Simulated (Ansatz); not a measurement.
Conformers of C$_{3}$H$_{12}$ClGeN$_{3}$ (`C[NH][Ge]([Cl])([NH]C)[NH]C`), each relaxed with PBE0-D4/def2-TZVP in Ansatz. CBS adds the triple-zeta coupled-cluster correction to the MP2 limit.

Outer-core shells of Ge are correlated without core-valence functions. Scalar relativity is left out up to krypton. Spin–orbit coupling is left out.

Not all of them had a frequency check.

Conformer A:

```xyz
20

C     2.579    0.695    0.006
N     1.462   -0.173    0.319
Ge   -0.241    0.437    0.338
Cl   -0.303    2.071    1.765
N    -0.817    1.221   -1.194
C    -1.004    0.461   -2.411
N    -1.248   -0.996    0.814
C    -1.020   -1.678    2.076
H     2.462    1.641    0.539
H     2.682    0.926   -1.062
H     3.515    0.245    0.352
H     1.551   -1.106   -0.055
H    -1.456    1.991   -1.076
H    -0.207   -0.281   -2.506
H    -1.959   -0.079   -2.467
H    -0.934    1.116   -3.285
H    -2.230   -0.871    0.615
H     0.054   -1.778    2.245
H    -1.443   -1.155    2.943
H    -1.444   -2.687    2.045
```

Conformer B:

```xyz
20

C     0.981    2.670    0.025
N     0.593    1.489   -0.716
Ge    0.084   -0.049    0.080
Cl    1.709   -0.634    1.400
N    -0.155   -1.249   -1.265
C     0.983   -1.695   -2.052
N    -1.351    0.111    1.180
C    -1.747   -0.912    2.125
H     1.613    3.315   -0.592
H     0.136    3.266    0.391
H     1.575    2.374    0.892
H     0.131    1.675   -1.593
H    -0.764   -2.011   -1.006
H     1.597   -0.833   -2.321
H     1.629   -2.411   -1.530
H     0.640   -2.157   -2.983
H    -2.129    0.604    0.767
H    -2.349   -0.476    2.927
H    -0.855   -1.339    2.589
H    -2.322   -1.738    1.683
```

Question: Which is lowest in electronic energy at CCSD(T)/CBS (frozen core, def2 sets), and by how much? (Estimate.)

Answer: Computed: A; B lies 0.9 kJ/mol higher. Gaps under about 2 kJ/mol don't settle the order.

Question: Give the energies relative to A (kJ/mol) with r2SCAN-D4/def2-TZVPP, B3LYP-D4/def2-TZVPP, ωB97X-V/def2-TZVPP, B2PLYP/def2-TZVPP, PBE/def2-TZVPP, CCSD/def2-TZVPP, MP2/def2-QZVPP. (An estimate is asked.)

Answer: Computed: 
| level | B |
| --- | --- |
| r2SCAN-D4/def2-TZVPP | 2.1 |
| B3LYP-D4/def2-TZVPP | 1.5 |
| ωB97X-V/def2-TZVPP | 1.6 |
| B2PLYP/def2-TZVPP | 1.7 |
| PBE/def2-TZVPP | 1.6 |
| CCSD/def2-TZVPP | 2.0 |
| MP2/def2-QZVPP | 1.0 |

B3LYP here is the variant with VWN-RPA as its local correlation; programs differ in this.
